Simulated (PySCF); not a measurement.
Partial charges of `CC(=S)C(F)(F)F`

Species: C3H3F3S.
Z-matrix (Å and degrees, GFN2-xTB, dihedral held geometry), rows numbered from 1:
```
C 
C   1  1.4819
S   2  1.6130  1  125.68
C   2  1.5185  1  113.97  3  -179.93
F   4  1.3459  2  111.20  1   -57.90
F   4  1.3465  2  111.09  1    60.00
F   4  1.3296  2  114.04  1  -179.02
H   1  1.0859  2  110.31  3    -0.97
H   1  1.0922  2  109.85  3   120.10
H   1  1.0918  2  110.07  3  -122.34
```

Density: PBE0/pcSseg-1 (PySCF); schemes: Mulliken, IAO, Hirshfeld and ESP-fitted. The geometry is a constrained GFN2-xTB structure with the dihedral C1–C2–C4–F6 held at 60°, isolated molecule; it need not be a minimum.

Question: Which atoms carry the highest charge in the Mulliken, IAO, Hirshfeld and ESP-fitted schemes?

Answer: All schemes agree: Mulliken C4 (+0.887); IAO C4 (+0.793); Hirshfeld C4 (+0.251); ESP-fitted C4 (+0.632).

Question: Which atoms carry the lowest charge in the Mulliken, IAO, Hirshfeld and ESP-fitted schemes?

Answer: The schemes don't all agree: Mulliken C2 (-0.490); IAO C1 (-0.442); Hirshfeld C1 (-0.123); ESP-fitted C1 (-0.294).

Question: Give the atomic charges in each scheme.

Answer: In e:

| atom | environment | Mulliken | IAO | Hirshfeld | ESP-fitted |
| --- | --- | --- | --- | --- | --- |
| C1 | methyl carbon | -0.155 | -0.442 | -0.123 | -0.294 |
| C2 | thiocarbonyl carbon | -0.490 | -0.093 | +0.020 | +0.022 |
| S3 | thiocarbonyl sulfur | +0.074 | +0.032 | -0.052 | -0.096 |
| C4 | CF3 carbon | +0.887 | +0.793 | +0.251 | +0.632 |
| F5 | fluorine of a CF3 group | -0.268 | -0.281 | -0.091 | -0.198 |
| F6 | fluorine of a CF3 group | -0.269 | -0.281 | -0.092 | -0.199 |
| F7 | fluorine of a CF3 group | -0.241 | -0.260 | -0.084 | -0.232 |
| H8 | methyl hydrogen | +0.146 | +0.175 | +0.054 | +0.097 |
| H9 | methyl hydrogen | +0.159 | +0.178 | +0.059 | +0.134 |
| H10 | methyl hydrogen | +0.159 | +0.178 | +0.058 | +0.133 |

Mean size of the charges over all atoms: Mulliken 0.285 e, IAO 0.271 e, ESP-fitted 0.204 e, Hirshfeld 0.089 e. Each set sums to the total charge, 0, to within 0.001 e. The IAO scheme counts the electrons in orthogonalised intrinsic atomic orbitals, a minimal basis polarised so that it spans the occupied orbitals exactly. The Hirshfeld scheme divides the density at each point in proportion to the densities of the neutral, spherically averaged free atoms.

Question: How closely do the schemes follow one another over all atoms?

Answer: Correlation coefficient and root-mean-square difference: Hirshfeld with ESP-fitted 1.00, 0.153 e; IAO with ESP-fitted 0.98, 0.101 e; IAO with Hirshfeld 0.97, 0.237 e; Mulliken with IAO 0.90, 0.159 e; Mulliken with ESP-fitted 0.85, 0.197 e; Mulliken with Hirshfeld 0.83, 0.282 e.

Question: Sum the charges by element, for elements with more than one atom.

Answer: 
```
element  atoms  Mulliken     IAO  Hirshfeld  ESP-fitted
      C      3    +0.241  +0.259     +0.148      +0.361
      F      3    -0.778  -0.822     -0.267      -0.629
      H      3    +0.463  +0.531     +0.172      +0.364
```

Question: How many electrons does the IAO scheme count on F6?

Answer: Z − q = 9 − (-0.281) = 9.281.
